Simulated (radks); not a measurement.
Spin polarisation of the 4d4 shell in neutral niobium. Start: [Kr] 4d(up 2, down 2) 5s(up 0.5, down 0.5); electrons of 4d are moved from spin down to spin up, other shells keep equal spins. Calculated with a radial shooting solver on a logarithmic mesh with Libxc functionals: scalar-relativistic Kohn-Sham, LDA (Slater exchange, Perdew-Wang correlation), spin-polarised, spherical densities, point nucleus.

[
 {"moment (Bohr magnetons)": "0", "E - E(0) (eV)": "0.000", "e(4d up) (eV)": "-3.208", "e(4d down) (eV)": "-3.208", "5s down minus up (eV)": "0.000", "4p down minus up (eV)": "0.000"},
 {"moment (Bohr magnetons)": "1", "E - E(0) (eV)": "-0.124", "e(4d up) (eV)": "-3.434", "e(4d down) (eV)": "-2.939", "5s down minus up (eV)": "0.280", "4p down minus up (eV)": "0.498"},
 {"moment (Bohr magnetons)": "2", "E - E(0) (eV)": "-0.495", "e(4d up) (eV)": "-3.617", "e(4d down) (eV)": "-2.625", "5s down minus up (eV)": "0.566", "4p down minus up (eV)": "0.993"},
 {"moment (Bohr magnetons)": "3", "E - E(0) (eV)": "-1.115", "e(4d up) (eV)": "-3.751", "e(4d down) (eV)": "-2.261", "5s down minus up (eV)": "0.862", "4p down minus up (eV)": "1.485"},
 {"moment (Bohr magnetons)": "4", "E - E(0) (eV)": "-1.984", "e(4d up) (eV)": "-3.824", "e(4d down) (eV)": "-1.838", "5s down minus up (eV)": "1.170", "4p down minus up (eV)": "1.967"}
]

At moment 4 the spin-polarisation energy is -1.984 eV and the 4d exchange splitting 1.986 eV, that is 0.496 eV per Bohr magneton; E = -I m^2/4 would give I = 0.496 eV.
